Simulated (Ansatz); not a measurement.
The cluster Fe2S⁻. Total charge -1; doublet. Geometry B3LYP-D4/def2-TZVP, that of the neutral singlet; atoms count from 1.

```tsv
atom	x (Å)	y (Å)	z (Å)
Fe1	0.074	-1.175	-0.457
Fe2	-0.069	1.033	-0.724
S3	-0.005	0.142	1.180
```

The charge -1 doublet is spin-contaminated (final ⟨S²⟩ up to 4.30, 0.75 for a pure state). The highest occupied level of the charge -1 doublet lies above zero (up to 0.21 eV). Its loss leaves the charge 0 singlet, which lies 6.55 eV higher (vertical, at PBE0-D4/def2-TZVPD), but this difference is unsure: the singlet is doubtful (at the level of its geometry, restricted singlet, unstable towards broken spin symmetry at other levels and untested here). The structure comes from a short search, and lower isomers may exist.

**Question.** Estimate the Mulliken populations from the PBE0/def2-TZVPD orbitals of Ansatz.

**Answer.** 
| atom | charge (e) | spin (α − β) | d electrons |
| --- | --- | --- | --- |
| Fe1 | -0.21 | -3.34 | 6.65 |
| Fe2 | -0.24 | 4.29 | 6.43 |
| S3 | -0.55 | 0.05 | – |
Mulliken values and Mayer orders depend strongly on the basis. With diffuse functions, as here, like atoms can get unlike values, and bond orders can come out too low or too high.

**Question.** Where does the spin sit?

**Answer.** Summed by element: Fe 0.95, S 0.05, of 1 unpaired in all. Largest on single atoms: Fe2 4.29, Fe1 -3.34, S3 0.05.

**Question.** And the Mayer bond orders between bonded heavy atoms (over 0.3)?

**Answer.** Fe1–Fe2 1.50 (2.23 Å); Fe1–S3 0.81 (2.10 Å); Fe2–S3 0.94 (2.10 Å).
